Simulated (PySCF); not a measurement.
Electronic structure of Sn⁺ (tin, charge +1) at the PBEsol level

Configuration: [Kr] 4d10 5s2 5p1, 2P determinant. Computed with PySCF 2.14 in x2c-TZVPPall (8s6p4d2f, 60 functions), with scalar relativity by spin-free X2C-1e.

```json
{
 "Total energy": "-6172.92 hartree",
 "One-electron energy": "-8474.84 hartree",
 "Hartree (Coulomb) energy": "2465.04 hartree",
 "Exchange-correlation energy": "-163.12 hartree",
 "⟨S²⟩": "0.7514",
 "⟨L²⟩": "2.006",
 "Sum of ⟨r⟩": "32.26 bohr",
 "Sum of ⟨r²⟩": "45.37 bohr²",
 "Traceless quadrupole moment −½Σ⟨3z² − r²⟩ along its main axis": "-3.78 e·bohr²",
 "Langevin diamagnetic susceptibility": "-35.9 ×10⁻⁶ cm³/mol"
}
```

```
shell  electrons  mean orbital energy (eV)  spread (eV)  rms radius, mean of both spins (bohr)
 1s α          1                  -28952.6            0                                 0.0333
 1s β          1                  -28952.6            0                                 0.0333
 2s α          1                   -4379.4            0                                  0.136
 2s β          1                   -4379.4            0                                  0.136
 2p α          3                   -3935.9        0.051                                  0.121
 2p β          3                   -3935.9        0.074                                  0.121
 3s α          1                   -851.81            0                                  0.363
 3s β          1                   -851.79            0                                  0.363
 3p α          3                   -706.61        0.147                                  0.364
 3p β          3                   -706.59        0.180                                  0.364
 3d α          5                   -481.52        0.132                                  0.343
 3d β          5                   -481.50        0.162                                  0.343
 4s α          1                   -141.66            0                                  0.871
 4s β          1                   -141.63            0                                  0.871
 4p α          3                   -97.674        0.379                                  0.947
 4p β          3                   -97.635        0.455                                  0.947
 4d α          5                   -33.862        0.409                                   1.20
 4d β          5                   -33.759        0.548                                   1.20
 5s α          1                   -18.141            0                                   2.45
 5s β          1                   -17.460            0                                   2.45
 5p α          1                   -10.622            0                                   3.14
```

Densities and radii are taken from the X2C orbitals without a picture-change correction, which distorts them close to the nucleus.
